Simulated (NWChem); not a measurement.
Species: AlN2H4F; SMILES [NH2][Al]([NH2])[F]

```xyz
8

Al     0.0270     0.0000     0.0000
F      1.6945     0.0048     0.0000
N     -0.7942    -1.5607     0.0000
H     -1.7960    -1.7068     0.0000
H     -0.3127    -2.4519     0.0000
N     -0.8027     1.5562     0.0000
H     -1.8053     1.6969     0.0000
H     -0.3260     2.4500     0.0000
```
Atoms are numbered in this order, from 1.

Computed with NWChem. Pople sets run with spherical d functions. Coordinates come from a PBE0/def2-SVP optimisation. GIAO values for the isolated, static molecule; σ is the absolute isotropic shielding, δ = σ(reference) − σ with the isolated reference molecule computed at the same levels (19F: trichlorofluoromethane, 1H: tetramethylsilane, 15N: ammonia).

**Question.** Estimate the computed values for B3LYP/6-31G*. Quantities: σ Al1 (ppm); δ F2 (ppm); δ N3 (ppm); δ H4 (ppm); δ H5 (ppm).

**Answer.** 
```
Item          Value
-----------  ------
σ Al1 (ppm)   483.6
δ F2 (ppm)   -177.4
δ N3 (ppm)     -3.6
δ H4 (ppm)    -0.76
δ H5 (ppm)    -0.64
```
